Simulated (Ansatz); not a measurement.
System: HgI (charge +1, singlet). SMILES: [Hg+][I]
Geometry: optimised at B3LYP-D3(BJ)/def2-TZVP (Ansatz, an electronic-structure program).

Property: vertical ionisation energy (to the doublet state of charge +2; each state is the SCF solution reached for its spin), in eV. Valence correlation only, unless marked. Open shells are spin-unrestricted. No spin-orbit coupling. Frozen are the shells of the preceding noble gas and the d and f shells that filled before the atom's block. In def2 rows, elements after Kr have scalar-relativistic effective core potentials. CBS(X,Y): correlation extrapolated as X^-3; Hartree-Fock from the larger set.

```tsv
level	program	vertical ionisation energy (eV)
SVWN5/def2-TZVPD	Ansatz	15.99
PBE0/def2-TZVPD	Ansatz	15.52
wB97M-V/def2-TZVPD	Ansatz	15.36
```

Task: Estimate the value at CCSD(T)/CBS(def2-TZVPPD,def2-QZVPPD) as computed with Ansatz.

Result: 15.64 eV, so wB97M-V/def2-TZVPD differs from it by -0.28 eV.
